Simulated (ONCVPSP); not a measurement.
**Configuration tests for iodine (I) (ONCV)**

iodine (I), optimised norm-conserving Vanderbilt (ONCV), made with ONCVPSP 4.0.1 (LDA (Perdew-Wang 92), scalar-relativistic). Core [Ar] 3d10, reference 4s2 4p6 4d10 5s2 5p5. Waves: 4s+5s: rc 1.36 bohr, ncon 4, nbas 8, qcut 8.4 1/bohr, 2 projectors; 4p+5p: rc 1.55 bohr, ncon 4, nbas 7, qcut 7.1 1/bohr, 2 projectors; 4d: rc 1.10 bohr, ncon 4, nbas 9, qcut 16.8 1/bohr, 1 projector. Local part: polynomial inside 0.95 bohr (lpopt 5, dvloc0 3 Ha). Core correction: Teter function, fcfact 3, rcfact 1.4.

Energies are relative to the spin-unpolarised reference configuration 4s2 4p6 4d10 5s2 5p5; without spin polarisation the order of configurations can differ from experiment.

```
valence configuration  charge  ΔE all-electron (eV)  error AE − PS (meV)
 4s2 4p6 4d10 5s2 5p4      +1                11.300                 -3.2
 4s2 4p5 4d10 5s2 5p5      +1               136.179                  -28
```

(1) What are ΔE and the potential's error for 4s2 4p6 4d10 5s2 5p3?

(2) What are ΔE and the potential's error for 4s2 4p6 4d10 5s2 5p2?

Answers

(1) ΔE = 31.359 eV all-electron; the error (AE − PS) is -8.9 meV.

(2) ΔE = 60.970 eV all-electron; the error (AE − PS) is -17 meV.
